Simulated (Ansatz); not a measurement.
An input meant for `Oc1ccc(Oc2ccccc2)cc1` (charge 0, singlet; atoms displaced at random, 0.03 Å in each coordinate).

```yaml
crystal:
  periodic: [false, false, false]
  atoms:
    - {symbol: O, position_ang: [-4.457138, -1.555899, -1.208283]}
    - {symbol: C, position_ang: [-3.346120, -1.015801, -0.518503]}
    - {symbol: C, position_ang: [-2.914490, -1.491773, 0.702172]}
    - {symbol: C, position_ang: [-1.789098, -1.080103, 1.303021]}
    - {symbol: C, position_ang: [-0.993920, -0.059714, 0.665563]}
    - {symbol: O, position_ang: [0.043037, 0.478170, 1.403611]}
    - {symbol: C, position_ang: [1.268482, 0.523151, 0.737032]}
    - {symbol: C, position_ang: [2.180840, 1.489166, 1.295257]}
    - {symbol: C, position_ang: [3.491347, 1.640407, 0.683121]}
    - {symbol: C, position_ang: [3.872976, 0.767998, -0.327111]}
    - {symbol: C, position_ang: [2.982804, -0.162948, -0.833883]}
    - {symbol: C, position_ang: [1.727109, -0.274413, -0.344349]}
    - {symbol: C, position_ang: [-1.455730, 0.479686, -0.574966]}
    - {symbol: C, position_ang: [-2.527536, -0.040701, -1.174762]}
    - {symbol: H, position_ang: [-4.631394, -1.070981, -1.966603]}
    - {symbol: H, position_ang: [-3.546025, -2.325572, 1.165597]}
    - {symbol: H, position_ang: [-1.524866, -1.431680, 2.294243]}
    - {symbol: H, position_ang: [1.829780, 2.180118, 2.083280]}
    - {symbol: H, position_ang: [4.182545, 2.373589, 1.076210]}
    - {symbol: H, position_ang: [4.879195, 0.880905, -0.776850]}
    - {symbol: H, position_ang: [3.314869, -0.811006, -1.664203]}
    - {symbol: H, position_ang: [0.985102, -1.033820, -0.693548]}
    - {symbol: H, position_ang: [-0.808580, 1.283902, -1.098175]}
    - {symbol: H, position_ang: [-2.874503, 0.378389, -2.200850]}
basis:
  gaussian: {orbitals: 6-31G, fitting: {mean_field: cc-pVTZ-jkfit}, final_grid: {core_spheres: 5, valence_spheres: 4, degree: 11}}
total_charge: 3
magnetization: {spin_polarized: true, initial_magnetization: 1}
hamiltonian: {xc: {name: CAM-B3LYP}, dispersion: d4}
```

```sh
$ ansatz run in.yaml --threads 4 --pin off --events-out ev --progress --plain --max-ram 6963MiB
```

Output, abridged:

```
Functional definition: CAM-B3LYP
1406 factors; integrals over basis functions are off by at most 2.6e-3 eV
1406 factors; integrals over basis functions are off by at most 3.4e-7 eV
mean field evaluation 1: about -16635.5406 eV, gradient 5.3e1 eV
mean field evaluation 2: about -16636.9034 eV, gradient 5.5e1 eV
mean field evaluation 4: about -16648.6709 eV, gradient 2.8e0 eV
mean field evaluation 8: about -16648.8396 eV, gradient 5.7e-1 eV
mean field evaluation 16: about -16648.9140 eV, gradient 6.8e-2 eV
mean field evaluation 32: about -16648.9153 eV, gradient 7.8e-4 eV
mean field evaluation 64: about -16648.7183 eV, gradient 1.1e0 eV
mean field evaluation 96: about -16648.7482 eV, gradient 1.1e0 eV
mean field -16648.94671267 eV, -611.8375066294 hartree, gradient 2.1e-5 eV, S^2 1.460845; 16 other end points of the search recorded, 0 dependent functions left out
reference -16648.94696329 eV, -611.8375158394 hartree; 48, 47 occupied and 98, 99 virtual orbitals, 1406 factors
Total energy: -16649.52206261 eV, -611.8586503496 hartree
```

(1) Something in this input is off. What?

Answers

(1) The charge is far from what the species holds (3 typed, 0 meant). Self-consistency was reached. The result belongs to that input, not to the species as meant. The charge 3 doublet is spin-contaminated (final ⟨S²⟩ up to 1.46, 0.75 for a pure state).
